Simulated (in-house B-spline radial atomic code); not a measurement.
**Ionising Sm2+ with different functionals**

Computed with a radial B-spline atomic code at the basis-set limit: four-component Dirac-Coulomb Hamiltonian, Fermi nucleus of rms radius 5.0819 fm, spin-restricted, spherical fractional occupations for the functionals, and exact exchange of hybrids averaged over the configuration. The ionisation energy is the difference of two self-consistent energies, [Xe] 4f6 → [Xe] 4f5, without Breit or QED terms; ε is the level of the shell that loses the electron (mean over j). The electron is taken from both j subshells in proportion to 2j + 1, so the result is a j average, not the step between ground levels.

```json
{"method": "B3LYP", "rung": "global hybrid", "ΔSCF (eV)": "?", "-ε(4f) (eV)": "?"}
{"method": "BHandHLYP", "rung": "global hybrid", "ΔSCF (eV)": "22.11", "-ε(4f) (eV)": "20.28"}
{"method": "wB97X", "rung": "range-separated hybrid", "ΔSCF (eV)": "?", "-ε(4f) (eV)": "?"}
{"method": "CAM-B3LYP", "rung": "range-separated hybrid", "ΔSCF (eV)": "23.09", "-ε(4f) (eV)": "19.48"}
```

Question: What does B3LYP give?

Answer: ΔSCF 23.20 eV, and -ε(4f) = 17.59 eV.

Question: What does wB97X give?

Answer: ΔSCF 22.92 eV, and -ε(4f) = 20.35 eV.

Question: Among the functionals, which spreads more, the ΔSCF values or the orbital energies?

Answer: The orbital energies: ΔSCF values span about 1.09 eV and the orbital energies 2.76 eV.

Question: How do they compare with the NIST value?

Answer: NIST lists 23.55 eV ± 0.08 (semi-empirical, ground level to ground level). Errors run from -1.44 to -0.35 eV; B3LYP is closest (-0.35 eV), but part of that can be cancellation, since the calculations leave out Breit-QED terms, spin polarisation, the choice among j levels, multiplet and fine-structure energies.
